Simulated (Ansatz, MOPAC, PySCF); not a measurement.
Breaking a bond: BeH (cation, charge +1), singlet.

Computed with: PM7, restricted, heats of formation (MOPAC); RKS-LDA (SVWN5)/6-31G* = restricted LDA (SVWN5)/6-31G*, spherical d in PySCF; FCI = full CI/cc-pVDZ, frozen core (Ansatz, a quantum-chemistry and plane-wave program).

Energies are in kJ/mol, each relative to the lowest point of its own curve near equilibrium.

```csv
R / Å,PM7,RKS-LDA (SVWN5)/6-31G*,FCI
1.08,86.6,78.1,70.8
1.13,48.3,47.5,41.8
1.22,9.6,13.9,11.2
1.24,5.2,9.5,7.3
1.29,0.0,2.3,1.4
1.33,0.7,0.0,0.0
1.38,6.5,0.6,1.6
1.41,12.1,?,4.0
1.43,16.7,4.3,6.2
1.52,43.2,16.9,20.1
1.64,88.5,41.7,46.0
1.76,138.5,71.2,75.9
1.99,232.9,130.9,133.5
2.19,305.1,179.6,177.1
2.38,362.7,220.3,210.3
2.65,426.9,268.0,243.6
2.90,470.9,302.2,262.5
3.23,511.6,335.0,276.0
3.59,?,357.9,282.5
4.03,?,?,285.5
4.67,576.4,379.9,286.8
5.20,?,379.1,?
```

**Question.** Complete the blanks.

**Answer.** 
- 1.41, RKS-LDA (SVWN5)/6-31G*: 2.5
- 3.59, PM7: 540.2
- 4.03, PM7: 561.0
- 4.03, RKS-LDA (SVWN5)/6-31G*: 373.0
- 5.20, PM7: 582.4
- 5.20, FCI: 287.1

The restricted form behind PM7, RKS-LDA (SVWN5)/6-31G* keeps the bonding electrons paired and can't separate into open-shell fragments.
